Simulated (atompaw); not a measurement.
# u(r) = r·R(r): atom against pseudo-atom (bismuth (Bi))

Columns: radius, all-electron u(r) and pseudo u(r) of the 6p shell (level -19.19 eV) of bismuth in the configuration [Xe] 4f14 5d10 6s2 6p1; PBE, scalar-relativistic, PAW (atompaw) scheme, atompaw 4.2.0.5.

```tsv
r (bohr)	all-electron	pseudo
0.104	-0.1302	0.0054
0.208	0.0402	0.0213
0.312	0.2186	0.0472
0.415	0.0990	0.0818
0.519	-0.1166	0.1246
0.623	-0.2782	0.1739
0.727	-0.3429	0.2281
0.831	-0.3209	0.2855
0.935	-0.2386	0.3442
1.038	-0.1236	0.4021
1.142	0.0063	0.4588
1.246	0.1359	0.5121
1.350	0.2571	0.5608
1.454	0.3650	0.6042
1.558	0.4575	0.6413
1.662	0.5341	0.6719
1.765	0.5949	0.6956
1.869	0.6419	0.7130
1.973	0.6760	0.7240
2.077	0.6985	0.7292
2.181	0.7109	0.7290
2.285	0.7145	0.7241
2.388	0.7109	0.7152
2.492	0.7010	0.7024
2.596	0.6861	0.6864
2.700	0.6672	0.6672
```

How many radial nodes do the two functions have?

The all-electron 6p function has n − l − 1 = 4 (the table is too coarse to show those close to the nucleus); the pseudo-wave has 0, since the states of the same l below it are removed with the core.

Is the pseudo-wave norm-conserving?

No, it belongs to a PAW set: the norm inside the radius is not constrained, and the difference is carried by the augmentation charge.
